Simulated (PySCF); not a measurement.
Species: CF3C(O)Cl, C₂ClF₃O.
Bonds: O1–C2 (double), C2–Cl3, C2–C4, C4–F5, C4–F6, C4–F7.

Torsions of this conformer, `[O:1]=[C:2]([Cl:3])[C:4]([F:5])([F:6])[F:7]`: O1–C2–C4–F5 -127°.

The closed-shell ground state was solved at several levels (PySCF, density fitting, gas phase, non-relativistic). Isolated species at its PBE0-D3(BJ)/def2-SVP geometry, gas phase.

| level | basis functions | HOMO (eV) | LUMO (eV) | gap (eV) | dipole (D) |
| --- | --- | --- | --- | --- | --- |
| CAM-B3LYP/def2-SVPD | 159 | -11.14 | -1.27 | 9.87 | 0.93 |
| PBE0/pcSseg-1 | 126 | -9.62 | -2.31 | 7.31 | 0.79 |

What might KT3/pcSseg-2 (259 basis functions) give for the same quantities?

HOMO -8.12 eV, LUMO -3.35 eV, gap 4.77 eV, dipole 0.80 D.

Over all these levels, which gives the widest orbital gap and which the narrowest?

CAM-B3LYP/def2-SVPD (range-separated hybrid) has the widest, 9.87 eV, and KT3/pcSseg-2 (GGA) the narrowest, 4.77 eV. Functional and basis both differ between the two, so the spread mixes both effects.

How far do the dipole and the HOMO energy spread over the levels?

The dipole runs from 0.79 to 0.93 D (mean 0.84 D) and the HOMO from -11.14 to -8.12 eV.
